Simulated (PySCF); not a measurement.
Gas-phase equilibrium of 1 mol HCl, 2.7 mol O2 at 800 K and 10.0 bar, among 14 species (ClO, O2, HCl, O, HO2, H2O, H, HOCl, H2O2, O3, H2, Cl, Cl2, OH). Only gases are allowed; each row takes one source of thermochemistry for all species, and Cantera finds the minimum.

Method: PySCF energies plus ideal-gas RRHO corrections (1 bar). The comparison is the NASA 1993 polynomial table, which mixes measured and estimated data. † marks an energy on the PBE0/def2-TZVP geometry and frequencies; other levels use their own. Open shells (unrestricted) among the columns below: O2 (multiplicity 3), Cl (multiplicity 2, electronic degeneracy 6); the rest are closed-shell singlets. Spin-orbit splitting is ignored; it lowers the true energy and changes the entropy of Cl. The harmonic model lacks anharmonicity and excited electronic states, which grow with temperature; levels with a mode under 35 cm⁻¹ are left out. The table's entry may be an old estimate for HOCl (not checked at source).

Molecules larger than those listed are left out.

Mole fractions:

```
thermochemistry     x O2  x HCl  x H2O  x Cl2  x HOCl    x Cl
------------------  ----  -----  -----  -----  ------  ------
table               0.71  0.051   0.12   0.12  1.4e-5  1.0e-6
PBE/def2-SVP        0.73   0.25  0.013  0.013  1.5e-6  1.8e-7
PBE0/def2-TZVP      0.72   0.14  0.069  0.069  5.8e-6  7.1e-7
r2SCAN/def2-TZVP†   0.72   0.19  0.042  0.042  3.1e-6  5.9e-7
ωB97M-V/def2-TZVP†  0.72   0.10  0.089  0.089  1.7e-5  5.9e-7
```
The most sensitive of these is HOCl: it spans a factor of 10^1.0 over these rows; at this temperature one factor of ten is RT ln 10 = 15 kJ/mol.
